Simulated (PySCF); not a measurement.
These 4 structures share the formula C6H13NO. Computed with PBE0-D3(BJ)/def2-SVP geometry optimisation, gas phase in PySCF 2.14.0. One conformer each; no zero-point energy, no entropy. No frequencies were run at this level. Point groups hold within 0.08 Å.

**Question.** Order them by energy at this level, lowest first, and give relative energies in kJ/mol.
A. `[CH3:1][N:2]1[CH2:3][CH2:4][CH:5]([OH:6])[CH2:7][CH2:8]1` with C4–C5–O6–H -62°, C1–N2–C3–C4 -173°, N2–C3–C4–C5 -56°, C3–C4–C5–O6 179°, C4–C5–C7–C8 -53° (N-methyl-4-piperidinol)
B. `[CH3:1][CH2:2][N:3]([CH2:4][CH3:5])[C:6]([CH3:7])=[O:8]` with C1–C2–N3–C4 92°, C2–N3–C4–C5 85°, C2–N3–C6–C7 180° (N,N-diethylacetamide)
C. `[CH3:1][O:2]/[CH:3]=[C:4](\[CH3:5])[C@H:6]([CH3:7])[NH2:8]` with C1–O2–C3–C4 -177°, C3–C4–C6–C7 102°, C4–C6–N8–H 177° and -65°
D. `[CH3:1][C:2](=[O:3])[NH:4][C:5]([CH3:6])([CH3:7])[CH3:8]` with C1–C2–N4–C5 -179° (N-tert-butylacetamide)

**Answer.** D (0.0), B (28.5), A (90.1), C (180.9).

As drawn, the lowest has a C=O bond and a C(=O)–N unit, which the highest lacks; the highest has a C=C bond outside aromatic rings, which the lowest lacks.

| SMILES | E (Eh) | E rel (kJ/mol) | dipole (D) | point group | A, B, C (MHz) |
| --- | --- | --- | --- | --- | --- |
| CC(=O)NC(C)(C)C | -365.79284 | 0.0 | 3.55 | – | 3308, 1375, 1245 |
| CCN(CC)C(C)=O | -365.78198 | 28.5 | 3.70 | C1 | 2073, 1952, 1162 |
| CN1CCC(O)CC1 | -365.75852 | 90.1 | 1.50 | Cs | 4443, 1382, 1129 |
| CO/C=C(\C)[C@H](C)N | -365.72394 | 180.9 | 1.28 | C1 | 3208, 1164, 966.4 |
